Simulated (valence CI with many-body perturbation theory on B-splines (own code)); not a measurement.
The numbers below are computed, except where a source is named.
# Ladder of approximations for Hg XL

Method: valence CI with perturbative core correlation (CI+MBPT): five valence electrons over a frozen Dirac-Fock core [Kr], radial functions for each j: 7 s, 7 p, 8 d, 6 f, 4 g, 1 h, with the one-electron correlation potential Σ1, the two-electron term Σ2, the three-electron term Σ3, Breit, model QED; selected CI, second order for the rest (own B-spline code, finite nucleus).

The last digits are not significant, and no measured levels were compared; by estimate large intervals hold to a few tenths of a per cent, small ones and those within an open d or f shell to about a per cent. Only levels of the ground parity were solved; by the run's estimate the other parity begins above the list, which can be wrong where configurations are misplaced.

Each rung adds one term. CI alone is the Dirac-Coulomb CI over the frozen core; QED comes last and gives the full result, which names the levels. Energies are above (4d3/2^4 4d5/2) J=5/2 on the same rung, in cm⁻¹.

Levels are named by their leading jj configuration (3d3/2^4 stands for four electrons in 3d with j = 3/2), which in mixed levels can hold well under half, so a name can repeat and another be missing. Letters in brackets count levels of one name in rising energy.

| Level | CI alone |
| --- | --- |
| (4d3/2^3 4d5/2^2) J=5/2 [a] | 172421 |
| (4d3/2^3 4d5/2^2) J=7/2 [a] | 217986 |
| (4d3/2^3 4d5/2^2) J=3/2 [a] | 221016 |
| (4d3/2^3 4d5/2^2) J=11/2 | 229771 |
| (4d3/2^3 4d5/2^2) J=9/2 | 244244 |
| (4d3/2^3 4d5/2^2) J=5/2 [b] | 253889 |
| (4d3/2^3 4d5/2^2) J=1/2 | 262611 |
| (4d3/2^3 4d5/2^2) J=7/2 [b] | 271820 |
| (4d3/2^3 4d5/2^2) J=3/2 [b] | 323532 |
| (4d3/2^2 4d5/2^3) J=5/2 [a] | 385760 |
| (4d3/2^2 4d5/2^3) J=7/2 [a] | 418761 |
| (4d3/2^2 4d5/2^3) J=11/2 | 427296 |
| (4d3/2^2 4d5/2^3) J=9/2 [a] | 431569 |
| (4d3/2^2 4d5/2^3) J=1/2 [a] | 439985 |
| (4d3/2^2 4d5/2^3) J=13/2 | 451298 |
| (4d3/2^2 4d5/2^3) J=3/2 [a] | 445273 |

Q: What do these energies become with core correlation, Breit and QED?

A: (4d3/2^3 4d5/2^2) J=5/2 [a] 172372 (-49); (4d3/2^3 4d5/2^2) J=7/2 [a] 213754 (-4232); (4d3/2^3 4d5/2^2) J=3/2 [a] 218750 (-2265); (4d3/2^3 4d5/2^2) J=11/2 222518 (-7253); (4d3/2^3 4d5/2^2) J=9/2 237576 (-6668); (4d3/2^3 4d5/2^2) J=5/2 [b] 248455 (-5435); (4d3/2^3 4d5/2^2) J=1/2 258580 (-4030); (4d3/2^3 4d5/2^2) J=7/2 [b] 263999 (-7820); (4d3/2^3 4d5/2^2) J=3/2 [b] 319477 (-4054); (4d3/2^2 4d5/2^3) J=5/2 [a] 383571 (-2189); (4d3/2^2 4d5/2^3) J=7/2 [a] 412767 (-5993); (4d3/2^2 4d5/2^3) J=11/2 418410 (-8886); (4d3/2^2 4d5/2^3) J=9/2 [a] 423583 (-7985); (4d3/2^2 4d5/2^3) J=1/2 [a] 434791 (-5193); (4d3/2^2 4d5/2^3) J=13/2 439142 (-12155); (4d3/2^2 4d5/2^3) J=3/2 [a] 442550 (-2723).

Q: How does the ionisation energy move along the ladder, and which term matters most?

A: CI alone 1834.6, + Σ1 1837.3, + Σ2 1840.8, + Σ3 1840.9, + Breit 1840.2, + QED 1840.2 eV. The largest step is Σ2, 3.5 eV. NIST lists 1839 ± 4 eV (theoretical).
